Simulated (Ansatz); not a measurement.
Reaction (formal hydrolysis of the Si–Cl bond): `O[SiH2][SiH2]Cl` + H₂O → `O[SiH2][SiH2]O` + HCl

Calculated with Ansatz (gas phase, PBE0-D4/def2-TZVP geometries, no zero-point term in ΔE). CCSD(T)/CBS adds triple-zeta CCSD(T) − MP2 to the extrapolated MP2 energy (def2 sets, frozen cores). This one scheme is used for every species. Functionals use def2-TZVPP. B3LYP here is the variant with VWN-RPA as its local correlation; programs differ in this. HSE06 is defined as in plane-wave codes. Each species was taken in one conformer, which may not be the lowest.

(1) Is it downhill or uphill in electronic energy at CCSD(T)/CBS, and by how much? (An estimate is asked.)

(2) What do these levels give: BHLYP-D4, B3LYP, r2SCAN0, HSE06, BHLYP, HF/CBS(def2)? (Best estimate.)

Largest T1 diagnostic among the species: 0.012.

## Answers

(1) The calculation gave: Uphill: ΔE = +17.2 kJ/mol.

(2) The calculation gave: BHLYP-D4 12.9, B3LYP 10.8, r2SCAN0 16.2, HSE06 19.3, BHLYP 9.4, HF/CBS(def2) 9.8 kJ/mol.

Leaving LDA and LC-ωPBE aside and taking each functional with its dispersion term where it has one, the values, not all of them listed here, spread over 13.8 kJ/mol, from CAM-B3LYP-D4 to revPBE-D4. LDA lies −7.5 kJ/mol from PBE without D4. At CCSD(T), def2-SVP lies −9.0 kJ/mol from the extrapolated value and def2-TZVPP −6.1 kJ/mol.
